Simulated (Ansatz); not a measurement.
Program: Ansatz. Geometries: PBE0-D4/def2-TZVP. ΔE: electronic, gas phase. CCSD(T)/CBS is the MP2 limit (def2-TZVPP, def2-QZVPP) plus CCSD(T) − MP2 in def2-TZVPP, frozen cores. This one scheme is used for every species. DFT in def2-TZVPP. B3LYP here is the variant with VWN-RPA as its local correlation; programs differ in this. Triplets are unrestricted, without spin–orbit coupling.

`B[SiH](C)C` → `B[SiH2]C` + `[CH2]` (triplet)  (formal loss of a carbene)

```csv
level,ΔE (kJ/mol),difference from CCSD(T)/CBS
PBE-D4,480.7,5.8
r2SCAN-D4,453.9,-21.0
PBE0-D4,472.3,-2.6
ωB97M-V,478.0,3.1
B2PLYP,463.8,-11.1
PBE,473.7,-1.2
r2SCAN,451.9,-23.0
PBE0,466.3,-8.6
B3LYP,455.4,-19.5
HF/def2-TZVPP,321.7,-153.2
MP2/def2-TZVPP,477.3,2.4
CCSD(T)/def2-TZVPP,462.2,-12.7
HF/def2-QZVPP,321.9,-153.0
MP2/def2-QZVPP,484.7,9.8
HF/CBS(def2),322.0,-152.9
CCSD/CBS(def2),463.3,-11.6
CCSD(T)/CBS,474.9,0
```

Largest T1 diagnostic among the species: 0.011.

In def2-TZVPP, CCSD(T) changes the Hartree–Fock value by +140.4 kJ/mol (the triples alone add +11.6 kJ/mol) and MP2 by +155.6 kJ/mol. The D4 term adds +11.0 kJ/mol with B3LYP and +6.1 kJ/mol with PBE0; it sums over pairs of atoms, weighted by their polarisabilities, and B3LYP, whose exchange is more repulsive, gets the larger term.
